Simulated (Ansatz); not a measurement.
A CCSD(T) single point on C2H4O2Si, SMILES `O=C1CO[SiH2]1`.

```yaml
crystal:
  periodic: [false, false, false]
  atoms:
    - {symbol: O, position_ang: [-1.277876, -0.164525, -1.805700]}
    - {symbol: C, position_ang: [-0.600494, -0.089188, -0.830859]}
    - {symbol: C, position_ang: [0.745065, 0.627462, -0.608886]}
    - {symbol: O, position_ang: [0.956018, 0.293170, 0.767557]}
    - {symbol: Si, position_ang: [-0.427708, -0.606419, 1.037668]}
    - {symbol: H, position_ang: [1.539949, 0.228949, -1.248853]}
    - {symbol: H, position_ang: [0.669176, 1.710518, -0.755543]}
    - {symbol: H, position_ang: [-0.168960, -2.028865, 1.381449]}
    - {symbol: H, position_ang: [-1.346771, -0.017502, 2.046167]}
basis:
  gaussian: {orbitals: def2-SVP}
correlation: {method: ccsd_t}
```

```sh
$ ansatz run in.yaml --threads 2 --pin off --events-out ev --progress --plain --max-ram 4352MiB
```

The program prints (abridged):

```
Functional definition: HF
918 factors; integrals over basis functions are off by at most 1.2e-3 eV
mean field evaluation 1: about -14048.7945 eV, gradient 4.2e1 eV
mean field evaluation 2: about -14048.8633 eV, gradient 4.2e1 eV
mean field evaluation 4: about -14052.7959 eV, gradient 4.1e0 eV
mean field evaluation 8: about -14052.8825 eV, gradient 5.8e-1 eV
mean field evaluation 16: about -14052.8855 eV, gradient 1.1e-6 eV
mean field -14052.88549563 eV, -516.4340165763 hartree, gradient 1.1e-6 eV, S^2 0.000000; 0 other end points of the search recorded, 0 dependent functions left out
9 core orbitals not correlated: weight in the atoms' cores, before any rotation towards them, 1.000 or more for the frozen orbitals, at most 0.000 for the correlated occupied ones
reference -14052.88549563 eV, -516.4340165763 hartree; 14, 14 occupied and 71, 71 virtual orbitals, 918 factors
second order -19.38419704 eV of doubles, -0.00000000 eV of singles
cycle   1  -19.62461321 eV  change   -2.4e-1 eV  update   1.2e-1
cycle   2  -20.20756367 eV  change   -5.8e-1 eV  update   3.7e-2
cycle   3  -20.37651337 eV  change   -1.7e-1 eV  update   2.1e-2
cycle   4  -20.36702500 eV  change    9.5e-3 eV  update   5.1e-3
cycle   5  -20.36577002 eV  change    1.3e-3 eV  update   2.6e-3
cycle   6  -20.36704711 eV  change   -1.3e-3 eV  update   8.4e-4
cycle   7  -20.36668029 eV  change    3.7e-4 eV  update   4.3e-4
cycle   8  -20.36652331 eV  change    1.6e-4 eV  update   1.5e-4
cycle   9  -20.36657724 eV  change   -5.4e-5 eV  update   6.6e-5
cycle  10  -20.36658520 eV  change   -8.0e-6 eV  update   2.1e-5
perturbative correction -0.65416307 eV, -0.0240400493 hartree
Total energy: -14073.90624389 eV, -517.2065148267 hartree
```

It took 5 s on 2 threads of an Arm Neoverse V2 on a shared host, with 0.35 GiB of host memory at the peak.

Correlation energy per correlated electron: -0.751 eV. T1 diagnostic: 0.0157.
